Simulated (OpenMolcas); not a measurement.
## neutral cadmium: from CASSCF to CASPT2

* Program: OpenMolcas
* Basis: ANO-RCC-VDZP [6s5p3d1f]
* Scalar Hamiltonian: DKH2, point nucleus
* Active space: 2 electrons in 4 orbitals (5s 5p)
* State averaging: 2S+1 = 3 even, 3 roots; 2S+1 = 1 even, 1 root; 2S+1 = 3 odd, 3 roots; 2S+1 = 1 odd, 3 roots
* Spin-orbit coupling: RASSI with atomic mean-field integrals over the reference wave functions, term energies averaged over their components

Methods on the same reference wave functions:
A. CASSCF
B. SS-CASPT2, IPEA 0.25 Eh, imaginary shift 0.1 Eh (closed shells correlated: 4d)

Energies in cm-1 above 5s2 1S0, the measured ground level; measured values from NIST Handbook of Basic Atomic Spectroscopic Data.

```
      Level      A      B  Measured
    5s2 1S0    0.0    0.0       0.0
5s 5p 3P* 0  25719  29007     30114
5s 5p 3P* 1  26172  29458     30656
5s 5p 3P* 2  27106  30394     31827
5s 5p 1P* 1  48586  47577     43692
```

Deviations, from unrounded energies. A percentage is the sum of absolute deviations over the sum of measured energies, with the sign that they share, or ± where signs differ.

| Against measurement | Levels | A | B |
| --- | --- | --- | --- |
| mean absolute deviation (cm-1) | 4 | 4600 | 1900 |
| other configurations (%) | 4 | ±13.6 | ±5.6 |

B lies closest to measurement on these levels. The largest miss of B in the table is 5s 5p 1P* 1, by +3900 cm-1. The ranking rests on the paired levels alone, and a cruder setting can come out closer through cancelling errors.

The lowest spin-free term lies below A's lowest term by 0.286 hartree in B.

Without dynamic correlation excited terms often stand tens of per cent too high (terms of higher spin than the ground term too low), and those without a measured partner can miss by more than the paired ones (holds for A). Computed and measured levels are paired by configuration, term and J; levels that our copy of the source lacks, or whose pairing is in doubt (as where it misses far off the trend of its configuration), stay unpaired and out of the deviations. Only configurations of the active space appear. The table leaves out levels that lie high or whose names do not pair safely across all columns.

* marks odd parity.
